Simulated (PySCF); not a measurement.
PySCF was given this input:
```python
from pyscf import gto, scf

mol = gto.Mole()
mol.atom = '''
    B     0.05155208    0.06369276    0.57730576
    O     0.44014858   -0.04528280    1.84689783
    H    -0.08806028    0.31101743    2.55002499
    S     0.95725405   -0.68502777   -0.76256637
    C     2.28729122   -1.44960628    0.21796284
    H     2.85350877   -0.60494801    0.81771471
    H     2.96928084   -1.84915746   -0.49359917
    H     1.94362074   -2.14054599    0.93556064
    S    -1.61258916    0.98392222    0.27037247
    C    -1.66677555    0.90857387   -1.57392526
    H    -0.77490259    1.33063398   -1.97669212
    H    -2.56453524    1.41756794   -1.92655368
    H    -1.78556213   -0.22552944   -1.89067274
'''
mol.basis = 'sto-3g'
mol.verbose = 4
mol.build()

mf = scf.RHF(mol)
mf.kernel()
g = mf.nuc_grad_method()
grad = g.kernel()
```

**Question.** What Mulliken (on the basis functions themselves) charges in atom order does HF/STO-3G, gradient in PySCF give?

**Answer.** B1 0.19, O2 -0.38, H3 0.24, S4 0.07, C5 -0.25, H6 0.05, H7 0.07, H8 0.08, S9 0.01, C10 -0.24, H11 0.07, H12 0.06, H13 0.05

**Question.** What is the computed nuclear repulsion energy (HF/STO-3G, gradient)?

**Answer.** 347.9937 Eh

**Question.** Give the HOMO-LUMO gap at the level HF/STO-3G, gradient.

**Answer.** 15.44 eV

**Question.** What dipole moment does HF/STO-3G, gradient give?

**Answer.** 1.01 D
